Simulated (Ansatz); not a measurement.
GeH₂⁺. Total charge 1; doublet. Geometry r2SCAN-D4/def2-TZVP, that of the neutral singlet; atoms count from 1.

```xyz
3

Ge   -0.438    0.247    0.555
H    -0.518    0.270   -1.034
H     0.956   -0.517    0.479
```

(1) Estimate the Mulliken populations from the PBE0/def2-TZVP orbitals of Ansatz.

(2) Where does the spin sit?

## Answers

(1) 
| atom | charge (e) | spin (α − β) |
| --- | --- | --- |
| Ge1 | 0.61 | 0.70 |
| H2 | 0.20 | 0.15 |
| H3 | 0.20 | 0.15 |
Mulliken values depend strongly on the basis.

(2) Summed by element: Ge 0.70, H 0.30, of 1 unpaired in all. Largest on single atoms: Ge1 0.70, H2 0.15, H3 0.15.
